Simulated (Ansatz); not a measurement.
Consider the substitution at a C–Ge bond: `F[CH2][GeH2][Br]` + `[NH2][GeH2][OH]` → `[OH][GeH2][NH]CF` + `[GeH3][Br]`.

Gas-phase electronic energies from Ansatz, PBE0-D4/def2-TZVP geometries. CBS: MP2 limit from def2 TZ/QZ plus the TZ coupled-cluster correction, frozen cores. DFT in def2-TZVPP. B3LYP here is the variant with VWN-RPA as its local correlation; programs differ in this. HSE06 is defined as in plane-wave codes. For Br, Ge outer-core shells are correlated without core-valence functions, which leaves a few kJ/mol of doubt a bond. Scalar relativity is left out up to krypton. One conformer a species, not always the lowest.

| level | ΔE (kJ/mol) | difference from CCSD(T)/CBS |
| --- | --- | --- |
| PBE-D4 | -9.8 | -5.4 |
| B3LYP-D4 | -9.8 | -5.4 |
| r2SCANh-D4 | -9.7 | -5.3 |
| BHLYP-D4 | -10.7 | -6.3 |
| B2PLYP | -8.4 | -4.0 |
| HSE06 | -8.6 | -4.2 |
| HF/def2-SVP | -31.0 | -26.6 |
| HF/def2-TZVPP | -11.3 | -6.9 |
| MP2/def2-QZVPP | -4.0 | 0.4 |
| MP2/CBS(def2) | -2.5 | 1.9 |
| CCSD(T)/CBS | -4.4 | 0 |

Largest T1 diagnostic among the species: 0.012.

In def2-TZVPP, CCSD(T) changes the Hartree–Fock value by +3.1 kJ/mol (the triples alone add −0.8 kJ/mol) and MP2 by +5.0 kJ/mol. Leaving LDA and LC-ωPBE aside and taking each functional with its dispersion term where it has one, the values, not all of them listed here, spread over 5.0 kJ/mol, from CAM-B3LYP-D4 to B2PLYP. LDA lies −11.4 kJ/mol from PBE without D4. At CCSD(T), def2-SVP lies −29.1 kJ/mol from the extrapolated value and def2-TZVPP −3.8 kJ/mol.
